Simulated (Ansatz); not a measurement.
The same redistribution along the group F, Cl, Br.

Isolated molecules relaxed with PBE0-D4/def2-TZVP in Ansatz; ΔE leaves out vibrations. CBS: MP2 limit from def2 TZ/QZ plus the TZ coupled-cluster correction, frozen cores. This one scheme is used for every species. DFT in def2-TZVPP. Elements past krypton have def2 core potentials. For Br, In outer-core shells are correlated without core-valence functions, which leaves a few kJ/mol of doubt a bond. Scalar relativity is left out up to krypton. Each species was taken in one conformer, which may not be the lowest.

| reaction | CCSD(T)/CBS(def2) (kcal/mol) |
| --- | --- |
| `[OH][Al]([OH])[F]` + `[SiH3][O][InH2]` → `[OH][Al]([OH])[O][SiH3]` + `[F][InH2]` | 2.6 |
| `[OH][Al]([OH])[Cl]` + `[SiH3][O][InH2]` → `[OH][Al]([OH])[O][SiH3]` + `[Cl][InH2]` | -15.2 |
| `[OH][Al]([OH])[Br]` + `[SiH3][O][InH2]` → `[OH][Al]([OH])[O][SiH3]` + `[Br][InH2]` | ? |

Fill in the missing values. (Estimate.)

Computed: `[OH][Al]([OH])[Br]` + `[SiH3][O][InH2]` → `[OH][Al]([OH])[O][SiH3]` + `[Br][InH2]`: -19.4 kcal/mol.

Largest T1 diagnostic: 0.016, for `[F][InH2]`.
